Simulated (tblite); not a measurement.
All values are computed: GFN2-xTB (tblite) harmonic vibrations without scaling, gas phase. This tight-binding method is rough: wavenumbers can miss measured ones by several per cent, in bad cases by 10 to 20. Modes of hydrogen on phosphorus and silicon can be 10 to 20 % off. One conformer each. Open shells enter through the occupations alone, without spin polarisation, and single modes of such species can be off by tens of per cent. Thermal functions are those of the rigid rotor and harmonic oscillator, without mixing of conformers.

**Question.** Order these by their zero-point energy, highest first (kJ/mol).
A. `C=Cc1pcc(C(C)C)[p-]1`
B. `Cc1cc[pH]c1`
C. `C=C(OC(F)(F)F)C1CC1`
D. `C=CCCCNC`
E. `[H]/N=C(\CCS[SiH3])C1CC1`
F. `[CH2][C@@H](Cl)CO` [radical]

**Answer.** D (470.3), E (455.7), A (430.0), C (317.0), B (262.2), F (215.8).

| SMILES | atoms | mass (u) | symmetry number | modes under 300 cm⁻¹ | ZPE (kJ/mol) | S translation (J/(mol K)) | S rotation | S vibration | S spin | S | Cp |
| --- | --- | --- | --- | --- | --- | --- | --- | --- | --- | --- | --- |
| C=CCCCNC | 20 | 99.10 | 1 | 6 | 470.3 | 157.9 | 113.6 | 75.0 | 0.0 | 346.4 | 105.1 |
| [H]/N=C(\CCS[SiH3])C1CC1 | 22 | 159.05 | 1 | 10 | 455.7 | 163.8 | 124.1 | 116.1 | 0.0 | 404.0 | 137.0 |
| C=Cc1pcc(C(C)C)[p-]1 | 21 | 169.03 | 1 | 9 | 430.0 | 164.5 | 123.1 | 93.9 | 0.0 | 381.5 | 138.5 |
| C=C(OC(F)(F)F)C1CC1 | 17 | 152.04 | 1 | 6 | 317.0 | 163.2 | 119.3 | 76.4 | 0.0 | 359.0 | 113.8 |
| Cc1cc[pH]c1 | 13 | 98.03 | 1 | 2 | 262.2 | 157.7 | 107.3 | 27.3 | 0.0 | 292.4 | 76.2 |
| [CH2][C@@H](Cl)CO | 11 | 93.01 | 1 | 4 | 215.8 | 157.1 | 105.9 | 31.9 | 5.8 | 300.6 | 80.2 |

Entropies and Cp are for 200 K and 1 bar.
